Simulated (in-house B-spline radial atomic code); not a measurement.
Orbital energies and mean radii along the 18-electron series, configuration [Ne] 3s2 3p6. The effective charge is n√(-2ε), a non-relativistic measure. Computed with a radial B-spline atomic code at the basis-set limit: Dirac-Hartree-Fock, average of the configuration, finite nuclei.

```tsv
ion	Z	energy of 3p1/2 (Eh)	mean radius of 3p1/2 (bohr)	energy of 3p3/2 (Eh)	mean radius of 3p3/2 (bohr)	energy of 3s1/2 (Eh)	mean radius of 3s1/2 (bohr)	energy of 2p1/2 (Eh)	mean radius of 2p1/2 (bohr)	effective charge of 3p1/2
Ge14+	32	-19.63	0.54774	-19.403	0.55389	-21.883	0.55356	-64.617	0.17976	18.797
As15+	33	-21.867	0.52349	-21.602	0.52972	-24.235	0.53064	-70.545	0.17315	19.84
Se16+	34	-24.222	0.50127	-23.914	0.50758	-26.705	0.50952	-76.745	0.16699	20.881
Br17+	35	-26.696	0.48084	-26.339	0.48724	-29.294	0.48999	-83.218	0.16122	21.921
Kr18+	36	-29.288	0.46198	-28.877	0.46848	-32.002	0.47187	-89.965	0.15582	22.96
Rb19+	37	-31.998	0.44451	-31.528	0.45111	-34.83	0.455	-96.988	0.15074	23.999
Sr20+	38	-34.829	0.42828	-34.292	0.43498	-37.778	0.43927	-104.29	0.14595	25.038
Zr22+	40	-40.851	0.39904	-40.16	0.40596	-44.037	0.41076	-119.73	0.13718	27.117
Nb23+	41	-44.044	0.38582	-43.265	0.39284	-47.35	0.39779	-127.88	0.13314	28.156
Mo24+	42	-47.358	0.37341	-46.483	0.38055	-50.785	0.38559	-136.31	0.12931	29.197
Tc25+	43	-50.796	0.36173	-49.815	0.36899	-54.344	0.37408	-145.03	0.12568	30.238
Ru26+	44	-54.357	0.35073	-53.261	0.35811	-58.027	0.3632	-154.04	0.12222	31.28
Rh27+	45	-58.042	0.34035	-56.821	0.34785	-61.836	0.35291	-163.34	0.11893	32.323
Pd28+	46	-61.852	0.33053	-60.496	0.33815	-65.77	0.34314	-172.94	0.11579	33.367
Ag29+	47	-65.788	0.32122	-64.284	0.32897	-69.831	0.33387	-182.84	0.1128	34.412
Cd30+	48	-69.85	0.31239	-68.188	0.32027	-74.019	0.32506	-193.03	0.10994	35.458
In31+	49	-74.04	0.304	-72.206	0.31201	-78.336	0.31667	-203.53	0.10719	36.506
```

(1) How does the screening of 3p1/2 change?

Answers

(1) Z less the effective charge goes from 13.20 at Z = 32 to 12.49 at Z = 49.
